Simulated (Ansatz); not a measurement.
The same ligand exchange along the group B, Al, In.

Program: Ansatz. Geometries: PBE0-D4/def2-TZVP. ΔE: electronic, gas phase. CBS: MP2 limit from def2 TZ/QZ plus the TZ coupled-cluster correction, frozen cores. This one scheme is used for every species. DFT in def2-TZVPP. Elements past krypton have def2 core potentials. For In outer-core shells are correlated without core-valence functions, which leaves a few kJ/mol of doubt a bond. Each species was taken in one conformer, which may not be the lowest.

```csv
reaction,CCSD(T)/CBS(def2) (kJ/mol)
`[SiH3]OB(S)Cl` + `C#CS` → `C#CS[SiH3]` + `OB(S)Cl`,24
`[SiH3][O][Al]([SH])[Cl]` + `C#CS` → `C#CS[SiH3]` + `[OH][Al]([SH])[Cl]`,48
`[SiH3][O][In]([SH])[Cl]` + `C#CS` → `C#CS[SiH3]` + `[OH][In]([SH])[Cl]`,?
```

(1) Fill in the missing values. (Best estimate.)

Largest T1 diagnostic: 0.015, for `[OH][In]([SH])[Cl]`.

Answers

(1) Ansatz gave: `[SiH3][O][In]([SH])[Cl]` + `C#CS` → `C#CS[SiH3]` + `[OH][In]([SH])[Cl]`: +41.7 kJ/mol.
